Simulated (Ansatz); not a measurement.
Job for Ansatz (a first-principles code): R-CCSD(T)/def2-QZVPPD on HI (SMILES I) with ghost functions, monomers drawn apart or pushed together. Elements past Kr take the def2 small-core potentials; no spin–orbit coupling. Files ending in .json are basis or fitting sets from the Basis Set Exchange. The run froze 9 orbitals, filled d shells among them.

Ansatz 0.2 input:
```yaml
crystal:
  periodic: [false, false, false]
  atoms:
    - {symbol: I, position_ang: [-0.19742220, 0.17764722, 3.74641926]}
    - {symbol: H, position_ang: [0.21332231, 0.69875962, 2.27044889]}
basis:
  gaussian:
    orbitals: def2-QZVPPD.json
    ghost_atoms:
      - {symbol: F, position_ang: [0.55177904, 0.61911929, -0.26114465]}
      - {symbol: H, position_ang: [0.28287210, -0.21341687, -0.56464964]}
magnetization: {spin_polarized: false}
correlation: {method: ccsd_t, electrons: outside_noble_gas}
scf: {lower_state_search: off}
```

The log:

```
WARN ansatz: RAYON_NUM_THREADS=2 ignored (pool sized by the plan → 2); use --threads N
Functional definition: HF
these checks for a lower state are left out or cut short: stability, starts, cluster_reference, orbital_swaps, neighbouring_geometries, increment
integrals: 1.10 GiB planned
1330 factors; integrals over basis functions are off by at most 8.3e-4 eV
mean field: 0.57 GiB planned
mean field evaluation 1: about -8088.0604 eV, gradient 8.2e0 eV
mean field evaluation 2: about -8088.0613 eV, gradient 8.2e0 eV
mean field evaluation 4: about -8088.4090 eV, gradient 1.7e0 eV
mean field evaluation 8: about -8088.4199 eV, gradient 1.3e-4 eV
mean field -8088.41989740 eV, -297.2439487014 hartree, gradient 2.7e-6 eV, S^2 0.000000; 0 other end points of the search recorded, 0 dependent functions left out
9 core orbitals not correlated
reference -8088.41989740 eV, -297.2439487014 hartree; 4, 4 occupied and 210, 210 virtual orbitals, 1330 factors
second order -4.61561040 eV of doubles, -0.00000000 eV of singles
coupled cluster: 3.14 GiB planned
cycle   1  -4.97636861 eV  change   -3.6e-1 eV  update   4.6e-2
cycle   2  -5.11164078 eV  change   -1.4e-1 eV  update   1.4e-2
cycle   3  -5.12069906 eV  change   -9.1e-3 eV  update   3.9e-3
cycle   4  -5.12024604 eV  change    4.5e-4 eV  update   1.1e-3
cycle   5  -5.11996063 eV  change    2.9e-4 eV  update   2.4e-4
cycle   6  -5.11990418 eV  change    5.6e-5 eV  update   7.6e-5
cycle   7  -5.11990922 eV  change   -5.0e-6 eV  update   2.2e-5
cycle   8  -5.11991231 eV  change   -3.1e-6 eV  update   7.4e-6
perturbative correction -0.20402675 eV, -0.0074978447 hartree
Total energy: -8093.74383646 eV, -297.4395998532 hartree
Checks for a lower state left out: stability, starts, cluster_reference, orbital_swaps, neighbouring_geometries, increment
```

The calculation finished and met its thresholds.

Cost: around 40 core-seconds (rough).
